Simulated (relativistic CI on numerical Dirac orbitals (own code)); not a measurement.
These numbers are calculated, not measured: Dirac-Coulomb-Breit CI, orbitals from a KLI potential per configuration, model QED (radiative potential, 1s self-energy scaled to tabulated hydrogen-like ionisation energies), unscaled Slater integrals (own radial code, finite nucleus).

CI space (outside the closed core 1s2): 2s²2p⁵, 2s2p⁶, 2s²2p⁴3s, 2p⁶3s, 2p⁶3p, 2s²2p⁴3p, 2p⁶3d, 2s²2p⁴3d, 2s2p⁵3s, 2s2p⁵3p, 2s2p⁵3d, 2s²2p⁴4s, 2s²2p⁴4p, 2s²2p⁴4d, 2s²2p⁴4f, 2s²2p³3s², 2s²2p³3s3p, 2s2p⁵4s, 2s²2p⁴5s, 2s²2p³3s3d, 2s²2p⁴5p, 2s²2p³3p², 2s²2p⁴5d, 2s2p⁵4p, 2s²2p⁴5f, 2s²2p⁴5g, 2s2p⁵4d, 2s2p⁵4f, 2s²2p³3p3d, 2s2p⁴3s², 2s²2p³3d², 2s2p⁴3s3p, 2s2p⁴3s3d, 2s2p⁴3p², 2s2p⁵5s, 2s2p⁴3p3d. Levels of other configurations are missing.

At this charge energies of transitions that change n are usually good to better than 1 %, and those within a shell (Δn = 0) to a few per cent.

Outline of the computed level scheme of Hg LXXII. Lowest level of each configuration: 2s²2p⁵ ²P°3/2 at 0.0 eV; 2s2p⁶ ²S1/2 at 2541.8 eV; 2s²2p⁴3s ⁴P5/2 at 9908.4 eV; 2s²2p⁴3p ⁴P°3/2 at 10063.7 eV; 2s²2p⁴3d ⁴D3/2 at 10789.9 eV; 2s2p⁵3s ⁴P°5/2 at 12382.8 eV; 2s2p⁵3p ⁴P3/2 at 12544.6 eV.

Some strong electric-dipole decays among the lowest 45 levels: 2s²2p⁴3d ²P3/2 → 2s²2p⁵ ²P°3/2 (2.8e+15 s⁻¹); 2s²2p⁴3d ²D5/2 → 2s²2p⁵ ²P°3/2 (2.3e+15 s⁻¹); 2s²2p⁴3d ²D5/2 → 2s²2p⁵ ²P°3/2 (1.5e+15 s⁻¹); 2s²2p⁴3d ²P1/2 → 2s²2p⁵ ²P°3/2 (1.1e+15 s⁻¹); 2s2p⁵3p ²P1/2 → 2s²2p⁵ ²P°3/2 (8.0e+14 s⁻¹); 2s2p⁵3p ²D5/2 → 2s²2p⁵ ²P°3/2 (7.2e+14 s⁻¹); 2s²2p⁴3d ⁴P1/2 → 2s²2p⁵ ²P°3/2 (5.2e+14 s⁻¹); 2s2p⁵3p ²D3/2 → 2s²2p⁵ ²P°3/2 (4.7e+14 s⁻¹).

LS names give the leading component of a level, which can be under half, so a name can repeat, a term be missing and a line seem to break the LS rules.
